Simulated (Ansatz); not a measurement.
C$_{3}$H$_{6}$SeSi (`[Se]=C1C[SiH2]C1`). Charge 0, multiplicity 1. The structure was optimised at the PBE0-D4/def2-TZVP level.

```xyz
11

Se   -0.863   -0.853    2.460
C    -0.028   -0.481    0.948
C     0.712    0.777    0.619
Si   -0.321    0.671   -0.976
C    -0.248   -1.135   -0.380
H     0.685    1.568    1.360
H     1.745    0.562    0.315
H    -1.663    1.285   -0.861
H     0.335    1.016   -2.264
H    -1.042   -1.871   -0.438
H     0.690   -1.539   -0.783
```

Q: What is the dipole moment at r2SCAN/def2-TZVPP? (An estimate is asked.)

A: Computed: 3.45 D, with components (1.42, 0.87, -3.03) D in this frame, pointing from negative to positive charge.

Q: And with PBE, B3LYP, ωB97M-V? (Estimate.)

A: The calculation gave: PBE 3.17 D, B3LYP 3.34 D, ωB97M-V 3.42 D.

Q: Give the Mulliken charges with r2SCAN, ωB97M-V, B3LYP in def2-TZVPP. (An estimate is asked.)

A: The calculation gave: 
| atom | r2SCAN | ωB97M-V | B3LYP |
| --- | --- | --- | --- |
| Se1 | -0.17 | -0.10 | -0.16 |
| C2 | -0.08 | -0.12 | -0.07 |
| C3 | -0.15 | -0.27 | -0.20 |
| Si4 | 0.32 | 0.26 | 0.31 |
| C5 | -0.15 | -0.27 | -0.20 |
| H6 | 0.08 | 0.12 | 0.11 |
| H7 | 0.09 | 0.14 | 0.11 |
| H8 | -0.05 | 0.00 | -0.05 |
| H9 | -0.06 | -0.01 | -0.06 |
| H10 | 0.08 | 0.12 | 0.11 |
| H11 | 0.09 | 0.14 | 0.11 |

B3LYP here is the variant with VWN-RPA as its local correlation; programs differ in this.
